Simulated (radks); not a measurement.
Species: P2+. Configuration: [Ne] 3s1 3p2 (not the ground configuration). Calculated with a radial shooting solver on a logarithmic mesh with Libxc functionals: scalar-relativistic Kohn-Sham, r2SCAN, spin-polarised, spherical densities, finite nucleus; open shells are filled with parallel spins first; meta-GGA in the generalised Kohn-Sham scheme; Fermi nuclear charge, rms radius 3.1889 fm.

X-ray form factor f0, the Fourier transform of the density (f0(0) = 13):

sin(theta)/lambda (1/angstrom)  f0 (electrons)
0.05                                    12.743
0.1                                     12.057
0.15                                    11.142
0.2                                     10.203
0.25                                     9.364
0.3                                      8.664
0.4                                      7.577
0.5                                      6.674
0.6                                      5.817
0.8                                      4.272
1                                        3.119
1.25                                     2.230
1.5                                      1.753
2                                        1.335
